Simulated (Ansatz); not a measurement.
`CC(C)(C)[O][Hf]([F])([F])[F]`, relaxed with RKS PBE0-D4/def2-TZVP in the Gaussian-basis code of Ansatz from a PBE-D4/def2-SVP geometry. The force threshold is 0.005 eV/Å; the program also tests the step.

Charge 0, multiplicity 1. Hf takes the def2 core potential.

Start:

```xyz
18

C     1.169   -1.026    0.802
C     0.230   -0.433   -0.258
C     1.026    0.163   -1.427
C    -0.778   -1.480   -0.752
O    -0.506    0.627    0.355
Hf   -1.295    2.122    1.246
F     0.108    3.228    1.970
F    -2.335    3.133   -0.026
F    -2.422    1.479    2.673
H     1.870   -0.253    1.177
H     0.587   -1.416    1.661
H     1.766   -1.859    0.380
H     1.724    0.944   -1.063
H     1.619   -0.619   -1.941
H     0.342    0.623   -2.167
H    -1.372   -1.876    0.095
H    -0.258   -2.328   -1.239
H    -1.474   -1.029   -1.487
```

| step | energy (eV) | largest force (eV/Å) | largest move (Å) |
| --- | --- | --- | --- |
| 1 | -15799.5068 | 0.506 | 0.000 |
| 2 | -15799.5750 | 0.194 | 0.027 |
| 3 | -15799.5798 | 0.039 | 0.008 |
| 4 | -15799.5804 | 0.109 | 0.035 |
| 5 | -15799.5810 | 0.089 | 0.027 |
| 6 | -15799.5818 | 0.050 | 0.070 |
| 7 | -15799.5819 | 0.020 | 0.007 |
| 8 | -15799.5819 | 0.001 | 0.002 |

End:

```xyz
18

C     1.192   -1.049    0.777
C     0.260   -0.418   -0.245
C     1.042    0.144   -1.422
C    -0.789   -1.414   -0.714
O    -0.412    0.659    0.385
Hf   -1.306    2.097    1.228
F    -0.021    3.288    1.992
F    -2.358    3.037   -0.062
F    -2.445    1.419    2.607
H     1.918   -0.316    1.134
H     0.624   -1.422    1.632
H     1.737   -1.886    0.335
H     1.771    0.880   -1.078
H     1.577   -0.653   -1.943
H     0.367    0.627   -2.132
H    -1.369   -1.784    0.135
H    -0.317   -2.267   -1.206
H    -1.472   -0.942   -1.424
```

Run time 22 s (4 threads of an AMD EPYC 7R13 on a shared host and a share of an NVIDIA H100 80 GB); peak host memory 0.98 GiB.
